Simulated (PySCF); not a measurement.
Calculation: PySCF 2.14.0 with TPSSh-D3(BJ)/def2-TZVP // TPSS-D3(BJ)/def2-SVP. Isolated molecules, 0 K electronic values unless said otherwise. One relaxed conformer stands for a flexible species; it need not be the lowest. 

Reference species: [Zr(Cl)3(NH2)] (neutral, multiplicity 1).

```json
{
 "HOMO": "-7.64 eV",
 "coordination_number": "4",
 "mean_distance_from_the_central_atom_to_its_bonded_neighbours": "2.272 Å"
}
```

After one change: the HOMO increases by 1.07 eV; the coordination number stays essentially unchanged; the mean distance from the central atom to its bonded neighbours drops by 0.138 Å.

Task: What was changed between the two runs? The new species is one of these.
A. [Zr(Cl)(NH2)3]
B. [Zr(Cl)4]
C. [Zr(Cl)2(NH2)2]
D. [Zr(NH2)4]

Result: A, [Zr(Cl)(NH2)3]
